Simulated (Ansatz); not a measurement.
**InCl (SMILES [Cl][In]): the energy, rung by rung**

The species is InCl (2 atoms), meant as a singlet with charge 0. SMILES: `[Cl][In]`. The shape comes from GFN2-xTB, which is rough for such elements, and wasn't checked as a minimum.

```xyz
2

Cl    0.0000    0.0000    0.0000
In    0.0000    0.0000    2.3857
```

Quantity: the energy change with the Cl1–In2 bond stretched from 2.386 to 3.620 Å, in eV. The values are calculated.

```json
{"level": "HF/STO-3G (restricted)", "kind": "Hartree–Fock", "program": "Ansatz", "value (eV)": "3.59", "less FCI/STO-3G": "+0.07", "CPU time (all runs)": "0.67 s"}
{"level": "revPBE/STO-3G (restricted)", "kind": "GGA", "program": "Ansatz", "value (eV)": "3.18", "less FCI/STO-3G": "-0.34", "CPU time (all runs)": "1.9 s"}
{"level": "r2SCAN/STO-3G (restricted)", "kind": "meta-GGA", "program": "Ansatz", "value (eV)": "3.41", "less FCI/STO-3G": "-0.11", "CPU time (all runs)": "4.8 s"}
{"level": "PBE0/STO-3G (restricted)", "kind": "global hybrid", "program": "Ansatz", "value (eV)": "3.48", "less FCI/STO-3G": "-0.04", "CPU time (all runs)": "2 s"}
{"level": "wB97X/STO-3G (restricted)", "kind": "range-separated hybrid", "program": "Ansatz", "value (eV)": "3.70", "less FCI/STO-3G": "+0.18", "CPU time (all runs)": "7.3 s"}
{"level": "B2PLYP/STO-3G (restricted)", "kind": "double hybrid", "program": "Ansatz", "value (eV)": "3.46", "less FCI/STO-3G": "-0.06", "CPU time (all runs)": "2.9 s"}
{"level": "BCCD(T)/STO-3G (restricted)", "kind": "coupled cluster or CI", "program": "Ansatz", "value (eV)": "3.52", "less FCI/STO-3G": "0.00", "CPU time (all runs)": "0.98 s"}
{"level": "CCSDTQ/STO-3G (restricted)", "kind": "coupled cluster or CI", "program": "Ansatz", "value (eV)": "3.52", "less FCI/STO-3G": "0.00", "CPU time (all runs)": "29 s"}
{"level": "FCI/STO-3G", "kind": "exact in the basis", "program": "Ansatz", "value (eV)": "3.52", "less FCI/STO-3G": "0.00", "CPU time (all runs)": "1.4 s"}
```

FCI/STO-3G is exact within its basis and frozen core, so for wave-function methods in that basis the difference is their error; functionals converge differently with the basis, so for them it is only a difference. All-electron rows without a relativistic Hamiltonian named are non-relativistic. The first shape isn't each level's own minimum. The values span 3.18 to 3.70 eV. All rows use very small basis sets, so none should be taken for the real molecule's value. In the correlated wave-function rows the outer d shell of In is correlated, in sets not made for it. In so small a basis fixed costs decide the times, and correlated methods can beat functionals. Times are those of the runs behind each value, whatever else they computed, on shared processors of several kinds: orders of magnitude only.
